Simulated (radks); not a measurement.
Task: Sn4+, 46 electrons, occupied as [Kr] 4d10. Calculated with a radial shooting solver on a logarithmic mesh with Libxc functionals: Dirac Kohn-Sham, PBE, spin-unpolarised, spherical densities, finite nucleus; Fermi nuclear charge, rms radius 4.6519 fm. Some entries of the table are withheld. Estimate them.

| orbital | occ. | eigenvalue (Ry) | <r^2> (bohr^2) |
|---|---|---|---|
| 1s1/2 | 2 | -2134.149 | (1) |
| 2s1/2 | 2 | -324.7488 | 0.01851 |
| 2p1/2 | 2 | -303.5580 | (2) |
| 2p3/2 | 4 | -286.6055 | (3) |
| 3s1/2 | 2 | -65.20038 | 0.1316 |
| 3p1/2 | 2 | -56.59026 | 0.1265 |
| 3p3/2 | 4 | -53.49440 | 0.1350 |
| 3d3/2 | 4 | (4) | 0.1160 |
| 3d5/2 | 6 | (5) | 0.1185 |
| 4s1/2 | 2 | -12.95171 | 0.7568 |
| 4p1/2 | 2 | -10.08639 | 0.8516 |
| 4p3/2 | 4 | -9.52831 | 0.9097 |
| 4d3/2 | 4 | (6) | 1.325 |
| 4d5/2 | 6 | (7) | 1.356 |

Result: 
(1) 1s1/2 <r^2> (bohr^2): 0.001143
(2) 2p1/2 <r^2> (bohr^2): 0.01376
(3) 2p3/2 <r^2> (bohr^2): 0.01506
(4) 3d3/2 eigenvalue (Ry): -38.27600
(5) 3d5/2 eigenvalue (Ry): -37.63699
(6) 4d3/2 eigenvalue (Ry): -5.02094
(7) 4d5/2 eigenvalue (Ry): -4.94164
